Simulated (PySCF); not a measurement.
Magnetisability and related constants of `N#C[C@H]([SiH3])/C(F)=C\F`, C4H5F2NSi

Theory: GIAO B3LYP/pcSseg-1 magnetisability, rotational g tensor and spin-rotation constants, non-relativistic, gas phase (PySCF). Geometry: GFN2-xTB.

Input:
```
{"job": {"kind": "mag", "xc": "B3LYP", "basis": "pcSseg-1", "isotopologues": 2}, "charge": 0, "multiplicity": 1}
N     -1.401952    -2.341493    -1.176020
C     -0.848290    -1.545036    -0.570997
C     -0.185023    -0.524124     0.187755
Si    -1.521351     0.776167     0.740010
C      0.875768     0.130703    -0.621438
F      0.448010     0.725320    -1.754616
C      2.166784     0.222222    -0.334056
F      2.665049    -0.335054     0.781121
H      0.275369    -0.983972     1.065771
H     -0.778964     1.788759     1.489950
H     -2.467475     0.041590     1.574448
H     -2.138146     1.320021    -0.463558
H      2.905831     0.725384    -0.936099
```
Coordinates are in Å.

Command: `OMP_NUM_THREADS=1 python excited_run.py task.json out`

(1) What does the run print?

Results:

(1) Atoms count from 0.
```
coarse grid: 12304 points
cycle   1  E = -699.1197134713  dE =  1.041e+00  |g| = 7.165e-01  |ddm| = 3.397e+00
cycle   2  E = -698.8332965045  dE =  2.864e-01  |g| = 1.399e+00  |ddm| = 1.754e+00
cycle   3  E = -699.2036565031  dE = -3.704e-01  |g| = 2.373e-01  |ddm| = 1.264e+00
cycle   4  E = -699.2141047924  dE = -1.045e-02  |g| = 9.246e-02  |ddm| = 2.089e-01
cycle   5  E = -699.2156686649  dE = -1.564e-03  |g| = 1.810e-02  |ddm| = 7.228e-02
cycle   6  E = -699.2157354237  dE = -6.676e-05  |g| = 4.553e-03  |ddm| = 1.850e-02
cycle   7  E = -699.2157398821  dE = -4.458e-06  |g| = 1.146e-03  |ddm| = 4.449e-03
final grid: 117824 points
cycle   8  E = -699.2798819974  dE = -2.513e-05  |g| = 5.982e-03  |ddm| = 2.283e-02
cycle   9  E = -699.2798727428  dE =  9.255e-06  |g| = 9.491e-03  |ddm| = 1.155e-02
cycle  10  E = -699.2798883974  dE = -1.565e-05  |g| = 1.291e-03  |ddm| = 7.236e-03
cycle  11  E = -699.2798886848  dE = -2.874e-07  |g| = 5.350e-04  |ddm| = 1.210e-03
cycle  12  E = -699.2798887418  dE = -5.695e-08  |g| = 1.176e-04  |ddm| = 4.200e-04
cycle  13  E = -699.2798887445  dE = -2.657e-09  |g| = 4.502e-05  |ddm| = 1.125e-04
cycle  14  E = -699.2798887449  dE = -4.245e-10  |g| = 1.354e-05  |ddm| = 4.706e-05
converged SCF energy = -699.2798887449

Magnetisability tensor (1e-30 J/T^2)
    -1078.97      -14.88      -48.08
      -14.88    -1177.26      -89.22
      -48.08      -89.22    -1111.47
isotropic -1122.57   principal values   -1249.00  -1091.17  -1027.53
isotropic susceptibility -67.603 1e-6 cm^3/mol

Inertial axes            a          b          c
rot. const./GHz      1.9916     1.1926     1.0440
chi total           -65.650    -73.764    -63.393
chi diamagnetic    -667.135  -1025.885  -1178.490
chi paramagnetic    601.485    952.122   1115.097
quadrupole/D A        1.428     -4.610      3.182
g nuclear            0.5300     0.5203     0.5281
g electronic        -0.5628    -0.5334    -0.5469
g total             -0.0328    -0.0131    -0.0188

Spin-rotation constants (kHz, H = +C I.J)
atom  isotope        aa         bb         cc
  0    14N        0.324      0.115      0.232
  5    19F        1.996      0.527      0.921
  7    19F        1.820      0.317      0.999
  8     1H       -0.179     -0.140      0.023
  9     1H       -0.086     -0.013     -0.107
 10     1H       -0.054     -0.116     -0.029
 11     1H       -0.140     -0.115      0.018
 12     1H        0.033     -0.133     -0.012
  1    13C*       0.558      0.203      0.476
  2    13C*       0.292      0.164      0.146
  3   29Si*      -1.150     -0.652     -0.624
  4    13C*       0.693      0.313      0.516
  6    13C*       0.693      0.299      0.467
* in the singly substituted isotopologue

Isotopologues: g along a, b, c
2H    at 8,9,10,11,12      -0.0319    -0.0118    -0.0177
15N   at 0                 -0.0317    -0.0132    -0.0184
```

It took 42 s wall time on 1 thread of an Arm Neoverse N1, shared host, peak memory 0.96 GiB.
